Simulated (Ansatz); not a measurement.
Ansatz (an electronic-structure program) input (CCSD(T)/aug-cc-pVDZ):

Ansatz 0.2 input:
```yaml
crystal:
  periodic: [false, false, false]
  atoms:
    - {symbol: C, position_ang: [-2.17040851, 0.06427607, -0.14639857]}
    - {symbol: C, position_ang: [-1.07614581, 0.08127349, 0.59716402]}
    - {symbol: C, position_ang: [0.12335905, -0.80467037, 0.29270768]}
    - {symbol: C, position_ang: [1.22680525, 0.00047175, -0.17509925]}
    - {symbol: N, position_ang: [2.06692268, 0.67802069, -0.54145599]}
    - {symbol: H, position_ang: [-3.02237308, 0.67771360, 0.11468403]}
    - {symbol: H, position_ang: [-2.27039896, -0.56509096, -1.02265473]}
    - {symbol: H, position_ang: [-0.98700208, 0.70756401, 1.47582907]}
    - {symbol: H, position_ang: [-0.09480565, -1.53563734, -0.49271734]}
    - {symbol: H, position_ang: [0.47493293, -1.35447513, 1.17396353]}
    - {symbol: H, position_ang: [2.80952824, 1.27567544, -0.86915573]}
basis:
  gaussian:
    orbitals: aug-cc-pVDZ
total_charge: 1
magnetization: {spin_polarized: false}
correlation: {method: ccsd_t, electrons: outside_noble_gas}
output: {forces: true}
```

End of the output:

```
perturbative correction -0.81949946 eV, -0.0301160495 hartree
the calculation of the forces begins
Total energy: -5711.94656370 eV, -209.9101645195 hartree
Atom 0 at    -2.170409     0.064276    -0.146399 Å, force    -1.081238    -0.007568    -0.716752 eV/Å
Atom 1 at    -1.076146     0.081273     0.597164 Å, force     1.157629    -0.062418     0.681775 eV/Å
Atom 2 at     0.123359    -0.804670     0.292708 Å, force    -0.559106    -0.425682     0.248026 eV/Å
Atom 3 at     1.226805     0.000472    -0.175099 Å, force    -1.359669    -1.132005     0.605181 eV/Å
Atom 4 at     2.066923     0.678021    -0.541456 Å, force     1.930936     1.543302    -0.840345 eV/Å
Atom 5 at    -3.022373     0.677714     0.114684 Å, force    -0.381321     0.298720     0.111103 eV/Å
Atom 6 at    -2.270399    -0.565091    -1.022655 Å, force    -0.033582    -0.313971    -0.403972 eV/Å
Atom 7 at    -0.987002     0.707564     1.475829 Å, force     0.022043     0.305191     0.431676 eV/Å
Atom 8 at    -0.094806    -1.535637    -0.492717 Å, force    -0.092376    -0.249303    -0.312804 eV/Å
Atom 9 at     0.474933    -1.354475     1.173964 Å, force     0.126266    -0.165987     0.314263 eV/Å
Atom 10 at     2.809528     1.275675    -0.869156 Å, force     0.270420     0.209720    -0.118150 eV/Å
Dipole moment:     0.980841     0.149751    -0.224335 e Å
```

It need not be the lowest isomer of its formula.
